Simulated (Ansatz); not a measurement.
Task: Predict a relaxed structure of `c1cc2ccc3c[o+]cc4ccc(c1)c2c34`, charge 1, singlet, at PBE-D4/def2-SVP (Ansatz).

Result: 
```
atom   x (Å)   y (Å)   z (Å)
  C1   2.706  -1.180   1.578
  C2   2.244   0.111   1.875
  C3   1.106   0.633   1.224
  C4   0.594   1.951   1.495
  C5  -0.518   2.442   0.851
  C6  -1.197   1.630  -0.121
  C7  -2.328   2.060  -0.814
  O8  -2.934   1.280  -1.711
  C9  -2.509   0.049  -2.007
 C10  -1.389  -0.502  -1.386
 C11  -0.902  -1.823  -1.679
 C12   0.210  -2.301  -1.027
 C13   0.912  -1.513  -0.048
 C14   2.055  -1.986   0.631
 C15   0.436  -0.190   0.254
 C16  -0.706   0.308  -0.412
 H17   3.595  -1.569   2.097
 H18   2.769   0.726   2.621
 H19   1.113   2.570   2.242
 H20  -0.895   3.452   1.069
 H21  -2.819   3.037  -0.704
 H22  -3.133  -0.441  -2.767
 H23  -1.427  -2.438  -2.425
 H24   0.583  -3.312  -1.249
 H25   2.433  -2.996   0.413
```
Point group C2v (tolerance 0.1 Å). This is one stationary point.
